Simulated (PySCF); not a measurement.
**Electronic absorption of C3H4O2SSi**

Species: C3H4O2SSi.
Cartesian coordinates in Å at the GFN2-xTB level; atoms count from 1:
```
atom  x, y, z in Å
O1    -0.1947    1.7442    0.1468
C2     0.8509    1.1421    0.2468
C3     0.8644   -0.3122    0.3221
C4     2.0279   -0.9357    0.4311
S5     3.4644   -1.5013    0.5552
O6    -0.3181   -0.9348    0.2763
Si7   -1.8164   -0.2491    0.1437
H8     1.8255    1.6430    0.2845
H9    -2.4908   -1.5485    0.1658
H10   -2.0241    0.4147   -1.1364
H11   -2.1836    0.5401    1.3120
```

Computed, not measured: TDDFT B3LYP/def2-SVPD, vertical, gas phase, core orbitals frozen in the response (PySCF 2.14.0, density-fitted response routines).

Problem. What does the calculation give for the low-lying excited states?

Solution. 

```tsv
state	E (eV)	E (hartree)	f	|μ| (D)	symmetry	main configurations (H = HOMO, L = LUMO)
S1	1.79	0.0659	0.0000	0.02	–	H→L (100%)
S2	3.48	0.1278	0.0091	0.83	A′	H-1→L (72%), H→L+1 (26%)
S3	4.16	0.1528	0.0003	0.13	–	H-1→L+1 (94%)
S4	4.32	0.1589	0.297	4.26	A′	H→L+1 (64%), H-1→L (26%)
S5	4.73	0.1737	0.0000	0.02	–	H-2→L (84%), H-5→L (16%)
S6	5.11	0.1877	0.045	1.52	A′	H-3→L (92%)
S7	5.64	0.2073	0.0034	0.40	A″	H→L+2 (98%)
S8	5.66	0.2080	0.0001	0.07	–	H-5→L (79%), H-2→L (16%)
```

Triplets, Tamm–Dancoff:

| state | E (eV) | λ (nm) | main configurations (H = HOMO, L = LUMO) |
| --- | --- | --- | --- |
| T1 | 1.46 | 849.1 | H→L (99%) |
| T2 | 2.58 | 480.6 | H→L+1 (98%) |
| T3 | 3.42 | 362.8 | H-1→L (92%) |

The lowest singlet comes at 691 nm (173 kJ/mol) in the visible; it is dark (f under 0.0005); its leading configuration is HOMO→LUMO (100%). The most intense listed level is S4 at 4.32 eV (287 nm, f = 0.297), 2.53 eV above S1. Löwdin shares by element: HOMO carbon 34% or more, sulfur 31%, oxygen 17% or more (atoms not listed hold the other 17%); LUMO carbon 48% or more, sulfur 42%. The listed states span 3.87 eV, and the widest gap between neighbours is 1.68 eV (S1 to S2). Orbital energies (eV): HOMO-3 -9.27, HOMO-2 -9.25, HOMO-1 -7.91, HOMO -6.61, LUMO -3.51, LUMO+1 -2.37, LUMO+2 -0.05. The oscillator strengths of these states sum to 0.355; summed over the whole spectrum of an exact calculation they would give the number of electrons, 68 (Thomas–Reiche–Kuhn). S1 lies in the visible range (380 to 750 nm), at 691 nm, dark in the vertical dipole picture (f under 0.0005); light of that wavelength is red, and its complementary colour is blue-green; a Tamm–Dancoff triplet lies at 481 nm, without intensity as long as spin–orbit coupling is left out. Symmetry labels in Cs follow from the direction of the transition dipole and are given only for states with f of 0.002 or more. The window holds the lowest 8 singlets.

One conformer stands for the species.
